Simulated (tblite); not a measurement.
Question: What does the GFN2-xTB structure of `C[Si@@H](P)[C@H]([SiH3])[SiH2]F` look like in three dimensions?

Answer: 
```
atom  x, y, z in Å
C1     1.5828   -1.7554   -0.7450
Si2    0.9319   -0.2598    0.2341
P3     2.3898    1.4195   -0.1480
C4    -0.7862    0.3268   -0.3707
Si5   -1.3213    1.9920    0.3872
Si6   -2.1257   -0.9892   -0.1521
F7    -1.6393   -2.3566   -0.8626
H8     2.5067   -2.1339   -0.3167
H9     1.7896   -1.4799   -1.7760
H10    0.8626   -2.5653   -0.7556
H11    0.8449   -0.6117    1.6670
H12    3.4948    0.7001    0.2666
H13    2.2350    2.0046    1.0940
H14   -0.6833    0.5051   -1.4462
H15   -2.5794    2.4195   -0.2319
H16   -0.2927    3.0064    0.1477
H17   -1.5344    1.8268    1.8281
H18   -3.3608   -0.6641   -0.8516
H19   -2.3249   -1.3756    1.2364
```

Any rigid rotation of these coordinates is as good. Atoms count from 1 in this order. Si6 (fluorine-bound silicon) is distorted tetrahedral (angles from 103.5° to 113.7°). Si2 (SiH silicon) is tetrahedral (angles from 106.1° to 112.7°). Of the pairs four or more bonds apart, F7···H10 is among the closest relative to their van der Waals radii: 2.51 Å, 94 % of the sum of Bondi's values. P3 (three-coordinate phosphorus) is pyramidal (angles 95.2°, 94.5° and 92.3°, sum 282.0°, 0.84 Å off the plane of its three neighbours).

Bonds between heavy atoms (Å): C1–Si2 1.902, Si2–P3 2.256, Si2–C4 1.914, C4–Si5 1.906, C4–Si6 1.890, Si6–F7 1.616.

The geometry is computed with GFN2-xTB (gas phase).

Point group: C1 (no symmetry element, even within 0.4 Å). Its GFN2-xTB frequencies are all real (lowest 24 cm⁻¹). The numbers are those of one conformer (C1–Si2–P3–H -55° and -148°, C1–Si2–C4–Si5 -170°, Si2–C4–Si6–F7 -54°). 3 starts were optimised and ended at 0.00, 0.49 and 0.62 kcal/mol (GFN2-xTB); the lowest of these is shown.
